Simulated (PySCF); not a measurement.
Structure revision by computed shifts

A compound C6H11N3 gives the data below (simulated from a calculation) and was assigned the structure `CCc1nn(C)nc1C`.

¹³C{¹H} NMR (computed): δ 165.3 (C), 163.6 (C), 29.0 (CH), 21.2 (CH3, 2C), 16.0 (CH3).

¹H NMR (600 MHz, computed): δ 9.01 (br s, 1H), 2.90 (sept, 1H), 2.34 (s, 3H), 1.32 (d, 6H).

Theoretical values (PySCF 2.14): shielding tensors at PBE0/pcSseg-1 (GIAO), geometry from PBE0-D3(BJ)/def2-SVP. Non-relativistic Hamiltonian, fast rotation and ring inversion assumed for equivalent nuclei, one conformer, gas phase.

δ = σ(ref) − σ, references computed at the same level: ¹H (31.27 ppm), ¹³C (184.41 ppm) vs TMS.

Q: Compare with the shifts computed for the proposed structure, pairing carbons in order of shift.

A: Atom-mapped SMILES (the numbers label the heavy atoms): `[CH3:1][CH2:2][c:3]1[n:4][n:5]([CH3:6])[n:7][c:8]1[CH3:9]`; H(Xn) means a hydrogen on atom n.

```json
{"atom": "C3", "computed for proposal": "151.0", "given list": "165.3", "difference": "-14.3"}
{"atom": "C8", "computed for proposal": "144.6", "given list": "163.6", "difference": "-19.0"}
{"atom": "C6", "computed for proposal": "40.6", "given list": "29.0", "difference": "+11.6"}
{"atom": "C2", "computed for proposal": "21.6", "given list": "21.2", "difference": "+0.4"}
{"atom": "C1", "computed for proposal": "16.5", "given list": "21.2", "difference": "-4.7"}
{"atom": "C9", "computed for proposal": "11.7", "given list": "16.0", "difference": "-4.3"}
```

The rms difference is 11.2 ppm and the largest -19.0 ppm at C8 (substituted aromatic carbon next to a ring nitrogen). The proposal also would give 6 carbon signals, not 5. The carbon types in order of shift don't match either: C, C, CH3, CH2, CH3, CH3 for the proposal against C, C, CH, CH3, CH3, CH3 in the data. The proposal doesn't fit.

Q: Which isomer fits?

A: SMILES Cc1n[nH]c(C(C)C)n1.

1. Carbon types of the structure: 2 × C, 1 × CH, 3 × CH3, leaving 1 H on heteroatoms.
2. δC 165.3, 163.6: substituted aromatic carbon next to a ring nitrogen.
3. δC 21.2: methyl carbon; saturated and bonded to C and H only.
4. δC 16.0: methyl carbon on an aromatic ring; a saturated carbon with 1 carbon neighbour and no heteroatom attached.
5. δH 9.01: hydrogen on a pyrrole-type ring nitrogen; exchangeable, gas-phase position.

Other isomers checked: CC(C)c1cnn(C)n1 (rms 14.2 ppm).

The shifts were computed for this structure.

OH and NH positions are those of a molecule without intermolecular hydrogen bonds; in solution they move with solvent, concentration and temperature, and exchange usually removes their couplings. Shifts are as computed. Against solution values, carbons near 30 ppm lie about +2 ppm off and those near 130 ppm about +5 ppm. Of 1313 compounds with measured shifts, 239 miss one by over three times the rms of a fit or turn the order of signals round; such compounds aren't used in these exercises. Multiplicities follow the n + 1 count of equivalent neighbours, as no J values were calculated; m marks all less simple cases, F and P coupling included.
